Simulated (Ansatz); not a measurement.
Geometry optimisation, Ansatz, DFT PBE-D3(BJ), scalar-relativistic, plane waves, PAW.

input.yaml

```yaml
crystal:
  lattice:
    - [6.968567, 0.0, 0.0]
    - [0.0, 6.968567, 0.0]
    - [0.0, 0.0, 6.968567]
  atoms:
    - { symbol: O, position: [0.9095965, 0.4972948, 0.8058513], spin: 1.0 }
    - { symbol: O, position: [0.8144445, 0.5624379, 0.942492], spin: 1.0 }
    - { symbol: O, position: [0.240751, 0.2031512, 1.0328523], spin: 1.0 }
    - { symbol: O, position: [0.2713809, 0.1867369, 0.8574652], spin: 1.0 }
    - { symbol: O, position: [0.741976, 0.2082018, 0.607775], spin: 1.0 }
    - { symbol: O, position: [0.72427, 0.1931173, 0.4304979], spin: 1.0 }
    - { symbol: O, position: [0.2855257, 0.4205404, 0.5791149], spin: 1.0 }
    - { symbol: O, position: [0.2186203, 0.5861529, 0.5710911], spin: 1.0 }
    - { symbol: O, position: [0.3845442, 0.8234602, 0.397475], spin: 1.0 }
    - { symbol: O, position: [0.3622223, 0.9992359, 0.3735403], spin: 1.0 }
    - { symbol: O, position: [0.6167982, 0.9804428, 0.8759255], spin: 1.0 }
    - { symbol: O, position: [0.6314057, 0.8647139, 1.0114308], spin: 1.0 }
    - { symbol: O, position: [0.0618833, 0.8516346, 1.0190321], spin: 1.0 }
    - { symbol: O, position: [0.0381691, 0.818515, 0.8449374], spin: 1.0 }
    - { symbol: O, position: [0.7176339, 0.58871, 0.467942], spin: 1.0 }
    - { symbol: O, position: [0.8955621, 0.6056046, 0.4728754], spin: 1.0 }
magnetization:
  spin_polarized: true
basis:
  ecutwfc: 420.0
kpoints:
  mp_grid: { grid: [1, 1, 1] }
hamiltonian:
  xc: pbe
  dispersion: d3bj
scf:
  occupations: { method: fermi_dirac, width: 0.05 }
  lower_state_search: "off"
relax:
  f_tol: 0.3
  max_steps: 15
  adjacent_minimum: "off"
```

Command:

```bash
$ ansatz run input.yaml --threads 1 --pin off --max-ram 3072MiB --backend cpu --events-out ev --progress --plain --runs-dir out
```

Problem. Where does it end, and by what steps?

Solution. The forces met the threshold. The threshold is loose, so the end isn't yet a minimum. The force dipped under the threshold on the way, but the program's further checks kept it going. Limits of this set-up: coarse k mesh. After 11 steps the energy has fallen by 1.581 eV; O3 moved furthest, 1.47 Å.

```
step  energy less start (eV)  largest force component (eV/Å)  accepted
   0                  0.0000                           2.260       yes
   1                 -0.8056                           1.360       yes
   2                 -1.1042                           1.927       yes
   3                 -1.2565                           1.280       yes
   4                 -1.3637                           0.747       yes
   5                 -1.4449                           0.499       yes
   6                 -1.4905                           0.788       yes
   7                 -1.5452                           0.174       yes
   8                 -1.5452                           0.173       yes
   9                 -1.5580                           0.639       yes
  10                 -1.5469                           1.227        no
  11                 -1.5806                           0.188       yes
```

```xyz
16
Lattice="6.9686 0.0000 0.0000 0.0000 6.9686 0.0000 0.0000 0.0000 6.9686" Properties=species:S:1:pos:R:3
O 5.908 2.770 6.068
O 4.907 3.080 6.690
O 1.619 2.678 7.947
O 1.861 1.785 7.149
O 5.715 0.933 3.338
O 5.521 1.124 2.151
O 2.608 2.801 4.024
O 1.918 3.618 4.609
O 2.630 5.979 2.687
O 1.874 6.911 2.912
O 3.984 6.851 5.789
O 4.053 6.140 6.779
O 0.684 5.706 6.889
O 0.244 6.064 5.809
O 5.282 4.321 3.160
O 6.345 4.674 2.677
```

Time of the run: 36 s on 1 thread of Arm Neoverse V2, on a shared host, peak memory 0.42 GiB.
